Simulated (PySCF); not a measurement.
Species: C8H9P.
SMILES with atom numbers: `[cH:1]1[cH:2][c:3]([CH:4]2[CH2:5][CH2:6]2)[cH:7][cH:8][p:9]1`

Geometry (GFN2-xTB, Å), atoms numbered from 1 in this order:
```xyz
18
C8H9P angstrom
C     -2.510    1.180    0.456
C     -1.152    1.171    0.681
C     -0.267    0.243    0.134
C      1.168    0.362    0.470
C      2.241    0.029   -0.535
C      2.038   -0.856    0.648
C     -0.732   -0.768   -0.705
C     -2.052   -0.937   -1.057
P     -3.377    0.055   -0.538
H     -3.101    1.951    0.935
H     -0.740    1.937    1.327
H      1.381    1.196    1.130
H      1.933   -0.324   -1.507
H      3.118    0.660   -0.563
H      2.773   -0.839    1.439
H      1.588   -1.825    0.499
H     -0.015   -1.471   -1.110
H     -2.301   -1.759   -1.717
```

Probes without a nucleus sit at each ring's centroid and 1 Å off its mean plane on both sides; NICS is minus the shielding there, NICSzz its component along the normal. Level: GIAO PBE0/pcSseg-1 (PySCF, non-relativistic, gas phase) on the GFN2-xTB geometry, one conformer.

Ring bond lengths (Å), with Mayer bond orders in brackets: C1–C2 1.376 (1.48), C2–C3 1.394 (1.39), C3–C7 1.394 (1.38), C7–C8 1.377 (1.49), C8–P9 1.734 (1.30), P9–C1 1.734 (1.31); C4–C5 1.508 (0.93), C5–C6 1.491 (0.97), C6–C4 1.508 (0.93).

Give the NICS values of each ring in ppm.

```csv
ring,type,NICS(0),"NICS(1), two faces","NICS(1)zz, two faces",rms pucker (Å),"centre to ring atoms, mean (Å)"
C1–C2–C3–C7–C8–P9,6-membered ring with P; formal bonds all aromatic,-7.1,-10.3 / -10.3,-25.5 / -25.5,0.00,1.49
C4–C5–C6,3-membered carbocycle; formal bonds all single,-42.6,-7.2 / -7.9,-23.9 / -23.8,0.00,0.87
```

What do they say, and how far can they be read as aromaticity?

- C1–C2–C3–C7–C8–P9: mean NICS(1)zz -25.5 ppm, shielded.
- C4–C5–C6: mean NICS(1)zz -23.8 ppm, shielded. C4, C5, C6 have four or more neighbours; no verdict on aromaticity is drawn. NICS(0) lies 35 ppm below the mean NICS(1).

And the bond-length index? HOMA = 1 − mean of α(R − Ropt)² over the ring bonds, with Krygowski's 1993 parameters (CC: Ropt 1.388 Å, α 257.7 Å⁻²; CP: Ropt 1.698 Å, α 118.91 Å⁻²).

- C1–C2–C3–C7–C8–P9: HOMA 0.93; the largest term is that of C8–P9, α(R − Ropt)² = 0.16.

What is the mean of the two in-plane components of NICS at the first NICS(1) probe listed for ring C1–C2–C3–C7–C8–P9, 1 Å off the ring?

The isotropic value is a third of the trace: (3 × -10.3 − (-25.5))/2 = -2.7 ppm.

List the ring angles and the Hirshfeld charges of the ring atoms.

- C1–C2–C3–C7–C8–P9: C1 125.6° (-0.107 e), C2 124.5° (-0.047 e), C3 120.5° (+0.016 e), C7 124.2° (-0.046 e), C8 125.9° (-0.107 e), P9 99.2° (+0.069 e); sum 720.0° against 720° for a flat convex ring.
- C4–C5–C6: C4 59.3° (-0.038 e), C5 60.3° (-0.085 e), C6 60.4° (-0.085 e); sum 180.0° against 180° for a flat convex ring.

How shielded are the nuclei of the rings and their hydrogens (means over atoms taken as equivalent)?

| atoms | environment | σ isotropic (ppm) | principal values of the symmetric part, first atom (ppm) |
| --- | --- | --- | --- |
| C1 (×2) | aromatic CH carbon | 21.6 | -146.9, 31.1, 180.1 |
| C2 (×2) | aromatic CH carbon | 51.4 | -64.2, 44.4, 160.8 |
| C3 | substituted aromatic carbon | 35.2 | -49.6, -20.1, 175.2 |
| C4 | benzylic-type carbon | 165.5 | 134.1, 142.8, 219.7 |
| C5 (×2) | three-membered-ring carbon | 171.4 | 136.1, 173.9, 204.1 |
| P9 | phosphorus bonded to 2 C | 106.7 | -160.7, -45.0, 525.8 |
| H10 (×2) | aromatic hydrogen | 22.57 | 20.0, 20.6, 27.0 |
| H11 (×2) | aromatic hydrogen | 23.95 | 19.2, 22.3, 29.1 |
| H12 | methine hydrogen | 29.90 | 21.7, 29.0, 39.0 |
| H13 (×2) | methylene hydrogen | 30.94 | 24.8, 29.6, 38.4 |
| H14 (×2) | methylene hydrogen | 30.54 | 24.4, 26.5, 40.8 |
